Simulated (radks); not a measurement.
Valence configurations of the scandium ion Sc+ (all share [Ar]). Method: non-relativistic Kohn-Sham, SCAN, spin-polarised, spherical densities, point nucleus; open shells are filled with parallel spins first; meta-GGA in the generalised Kohn-Sham scheme; computed with a radial shooting solver on a logarithmic mesh with Libxc functionals. Energies are relative to 3d1 4s1; eigenvalues in eV for spin up.

| valence | E (eV) | moment (Bohr magnetons) | e(3d) | e(4p) | e(4s) |
|---|---|---|---|---|---|
| 3d1 4s1 | 0.000 | 2 | -10.329 | - | -10.405 |
| 3d1.5 4s0.5 | 0.208 | 2 | -8.720 | - | -9.430 |
| 3d2 | 0.657 | 2 | -7.279 | - | - |
| 3d1 4s0.5 4p0.5 | 1.819 | 2 | -10.821 | -7.013 | -10.591 |
| 3d0.5 4s1 4p0.5 | 2.160 | 2 | -12.603 | -7.628 | -11.541 |
| 3d1 4p1 | 3.584 | 2 | -11.269 | -7.281 | - |
| 3d0.5 4s0.5 4p1 | 4.082 | 2 | -13.115 | -7.887 | -11.679 |
| 4s1 4p1 | 5.032 | 2 | - | -8.540 | -12.668 |

NIST lists [Ar] 3d1 4s1 as the ground configuration; this level of theory agrees among the configurations tried. The energies are those of spherical high-spin densities, not of single terms. No valid solution was reached for [Ar] 4s2; [Ar] 3d0.5 4s1.5.
